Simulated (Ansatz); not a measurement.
Reaction (cleavage of the Si–B bond): `O=CB[SiH3]` + `C[O][SnH]([OH])[Cl]` → `C[O][SnH]([Cl])[O][SiH3]` + `BC=O`

Program: Ansatz. Geometries: PBE0-D4/def2-TZVP. ΔE: electronic, gas phase. CCSD(T)/CBS adds triple-zeta CCSD(T) − MP2 to the extrapolated MP2 energy (def2 sets, frozen cores). DFT in def2-TZVPP. Elements past krypton have def2 core potentials. For Sn outer-core shells are correlated without core-valence functions, which leaves a few kJ/mol of doubt a bond. One conformer a species, not always the lowest.

```csv
level,ΔE (kJ/mol)
B2PLYP,-116.3
MP2/def2-TZVPP,-124.4
```

(1) What does CCSD(T)/CBS give? (An estimate is asked.)

Largest T1 diagnostic among the species: 0.021, so the coupled-cluster value is less sure than usual.

Results:

(1) Computed: -117.1 kJ/mol. The listed levels differ from it by 0.8, -7.3 kJ/mol.

The D4 term adds −5.8 kJ/mol with B3LYP and −3.6 kJ/mol with PBE0; it sums over pairs of atoms, weighted by their polarisabilities, and B3LYP, whose exchange is more repulsive, gets the larger term. In def2-TZVPP, CCSD(T) changes the Hartree–Fock value by +23.5 kJ/mol (the triples alone add +3.3 kJ/mol) and MP2 by +15.4 kJ/mol.

B3LYP here is the variant with VWN-RPA as its local correlation; programs differ in this.
